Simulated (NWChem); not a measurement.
System: thiourea (CH$_{4}$N$_{2}$S); SMILES S=C(N)N

Output (shortened):

```
             Northwest Computational Chemistry Package (NWChem) 7.3.0
             --------------------------------------------------------

                             Geometry "geometry" -> ""
                             -------------------------

 Output coordinates in angstroms (scale by  1.889725989 to convert to a.u.)

  No.       Tag          Charge          X              Y              Z
 ---- ---------------- ---------- -------------- -------------- --------------
    1 N                    7.0000    -0.06096400     1.14799400    -1.04864400
    2 C                    6.0000     0.00000000     0.00000000    -0.30749400
    3 N                    7.0000     0.06096400    -1.14799400    -1.04864400
    4 S                   16.0000     0.00000000     0.00000000     1.36694700
    5 H                    1.0000     0.32144200     1.15215300    -1.98690600
    6 H                    1.0000     0.05126000     2.00510200    -0.52581200
    7 H                    1.0000    -0.32144200    -1.15215300    -1.98690600
    8 H                    1.0000    -0.05126000    -2.00510200    -0.52581200

 Effective nuclear repulsion energy (a.u.)     156.7492534933

                                 NWChem DFT Module
                                 -----------------

 Summary of "ao basis" -> "ao basis" (spherical)
 ------------------------------------------------------------------------------
       Tag                 Description            Shells   Functions and Types
 ---------------- ------------------------------  ------  ---------------------
 N                          6-311g**                 8       18   4s3p1d
 C                          6-311g**                 8       18   4s3p1d
 S                          6-311g**                12       26   6s5p1d
 H                          6-311g**                 4        6   3s1p

            General Information
            -------------------
          SCF calculation type: DFT
          Wavefunction type:  closed shell.
          No. of atoms     :     8
          No. of electrons :    40
           Alpha electrons :    20
            Beta electrons :    20
          Charge           :     0
          Spin multiplicity:     1
          Use of symmetry is: off; symmetry adaption is: off
          Maximum number of iterations: 150
          AO basis - number of functions:   104
                     number of shells:    52
          Convergence on energy requested:  1.00D-06
          Convergence on density requested:  1.00D-05
          Convergence on gradient requested:  5.00D-04

[...]

                                NWChem TDDFT Module
                                -------------------

            General Information
            -------------------
           No. of orbitals :     208
            Alpha orbitals :     104
             Beta orbitals :     104
        Alpha frozen cores :       0
         Beta frozen cores :       0
     Alpha frozen virtuals :       0
      Beta frozen virtuals :       0
         Spin multiplicity :       1
    Number of AO functions :     104
        Use of symmetry is : off
      Symmetry adaption is : off
         Schwarz screening :  0.10D-07

              XC Information
              --------------
                  PBE0 Method XC Functional
              Hartree-Fock (Exact) Exchange   0.25
   PerdewBurkeErnzerhof Exchange Functional   0.75
     Perdew 1991 LDA Correlation Functional   1.00 local
    PerdewBurkeErnz. Correlation Functional   1.00 non-local

             TDDFT Information
             -----------------
          Calculation type : Tamm-Dancoff TDDFT
         Wavefunction type : Restricted singlets
          No. of electrons :      40
           Alpha electrons :      20
            Beta electrons :      20
              No. of roots :       6
          Max subspacesize :    5200
            Max iterations :     100
               Target root :       1
           Target symmetry : none
             Energy Cutoff :-0.90D+01
      Symmetry restriction : off
                 Algorithm : Optimal
        Davidson threshold :  0.10D-03

    6 smallest eigenvalue differences (eV)
--------------------------------------------------------
  No. Spin  Occ  Vir  Irrep   E(Occ)    E(Vir)   E(Diff)
--------------------------------------------------------
    1    1    4   21 a       -10.349    -0.010   281.339
    2    1    4   22 a       -10.349     0.026   282.319
    3    1    4   23 a       -10.349     0.071   283.532
    4    1    4   24 a       -10.349     0.074   283.615
    5    1    4   25 a       -10.349     0.112   284.649
    6    1    4   26 a       -10.349     0.113   284.679
--------------------------------------------------------

  Entering Davidson iterations
  Restricted singlet excited states

  Iter   NTrls   NConv    DeltaV     DeltaE      Time
  ----  ------  ------  ---------  ---------  ---------
    1      6       0     0.81E-01   0.10+100        9.5
    2     12       0     0.25E-01   0.46E-02        6.6
    3     18       0     0.25E-02   0.13E-03        6.5
    4     24       4     0.14E-03   0.16E-05        6.7
    5     26       6     0.47E-04   0.28E-08        4.9
  ----  ------  ------  ---------  ---------  ---------
  Convergence criterion met

  Ground state a        -547.964020102555 a.u.

  ----------------------------------------------------------------------------
  Root   1 singlet a             10.212809986 a.u.              277.9048 eV
  ----------------------------------------------------------------------------
     Transition Moments    X  0.10010   Y -0.00172   Z  0.00000
     Dipole Oscillator Strength                    0.0682394696
     Electric Quadrupole                           0.0000190018
     Magnetic Dipole                               0.0000303604
     Total Oscillator Strength                     0.0682888318

[...]
```

Level: PBE0/6-311G** (spherical d), restricted-window TDA. The geometry was optimised at B3LYP/6-31G* (spherical d). The quadrupole and magnetic terms of the printed total strengths depend on the origin.

Problem. Which NWChem input produces such a log?

Solution. Several could match; the one computed here: the input that was run:
```
start job
memory heap 200 mb stack 900 mb global 1100 mb
geometry units angstroms noautosym nocenter noautoz
  N     -0.060964     1.147994    -1.048644
  C      0.000000     0.000000    -0.307494
  N      0.060964    -1.147994    -1.048644
  S      0.000000     0.000000     1.366947
  H      0.321442     1.152153    -1.986906
  H      0.051260     2.005102    -0.525812
  H     -0.321442    -1.152153    -1.986906
  H     -0.051260    -2.005102    -0.525812
end
basis spherical
  * library 6-311g**
end
dft
  xc pbe0
  iterations 150
end
tddft
  cis
  ecut -9.0
  nroots 6
  notriplet
end
task tddft energy
```
